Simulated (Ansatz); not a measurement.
A structure relaxed at PBE-D4/def2-SVP in Ansatz, charge 1, doublet:

```xyz
6

Tl   -1.196   -1.676   -1.877
Tl    0.027    2.738   -0.609
Tl    1.846   -0.827    1.218
Cl   -0.530    1.047    1.742
Cl    0.988    0.184   -1.541
Cl   -1.135   -1.466    1.066
```

Question: Give its formula.

Answer: the cluster Tl₃Cl₃⁺.

Question: Summarise the bond lengths by kind (pairs closer than 1.2 times the sum of covalent radii, bridged metal pairs left out).

Answer: 4 × Cl–Tl 2.88 to 2.95 Å.

In the def2 sets Tl takes a core potential; there is no spin–orbit coupling. In the doublet, Cl4 and Cl6 lie 2.67 Å apart (atoms count from 1), so these atoms are partly bonded to each other. Another isomer (doublet) lies 0.11 eV lower at PBE0-D4/def2-TZVP; other spin states weren't run for this one.
